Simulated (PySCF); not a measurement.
PySCF input file for AlH₂I, SMILES [AlH2][I], IEF-PCM-PBE0/def2-SVP. The structure is a stationary point at PBE-D3(BJ)/def2-TZVP. The def2 effective core potentials stand for the cores of I; spin–orbit coupling is left out.

```python
import numpy as np
from pyscf import gto, scf, dft
from pyscf.solvent import pcm

mol = gto.M(
    atom='''
    Al    0.00000000   -0.00000000    1.91730905
    H     0.00000000    1.40560670    2.65461959
    H     0.00000000   -1.40560669    2.65461959
    I     0.00000000    0.00000000   -0.57045768
    ''',
    basis='def2-SVP',
    ecp={'I': 'def2-svp'},
    charge=0,
    spin=0,
    max_memory=1600,
    verbose=3,
)
mf = dft.RKS(mol, xc='pbe0').density_fit(auxbasis='def2-universal-jkfit')
mf.grids.level = 3
mf.conv_tol = 1e-9
mf.max_cycle = 100
mf.kernel()
res = {}
for name, eps in {'water': 78.355, 'methanol': 32.613, 'ethanol': 24.852}.items():
    s = mf.PCM()
    s.with_solvent.method, s.with_solvent.eps, s.with_solvent.lebedev_order = 'IEF-PCM', eps, 29
    s.kernel(mf.make_rdm1())
    res[name] = (s.e_tot, eps, s.dip_moment(), s.mo_energy, s.converged)
    print(f'{name}: electrostatic solvation free energy {(s.e_tot - mf.e_tot) * 627.509474:.3f} kcal/mol')
```

Program output:

```
converged SCF energy = -541.186493589807

WARN: PCM is an experimental feature. It is still in testing.
Features and APIs may be changed in the future.

converged SCF energy = -541.193683996899
Dipole moment(X, Y, Z, Debye): -0.00000, -0.00000,  1.82673
water: electrostatic solvation free energy -4.512 kcal/mol

WARN: PCM is an experimental feature. It is still in testing.
Features and APIs may be changed in the future.

converged SCF energy = -541.193463595402
Dipole moment(X, Y, Z, Debye):  0.00000, -0.00000,  1.80751
methanol: electrostatic solvation free energy -4.374 kcal/mol

WARN: PCM is an experimental feature. It is still in testing.
Features and APIs may be changed in the future.

converged SCF energy = -541.19334803933
Dipole moment(X, Y, Z, Debye): -0.00000, -0.00000,  1.79741
ethanol: electrostatic solvation free energy -4.301 kcal/mol
```

Self-consistency was reached.

Cost: very roughly 8 core-seconds.
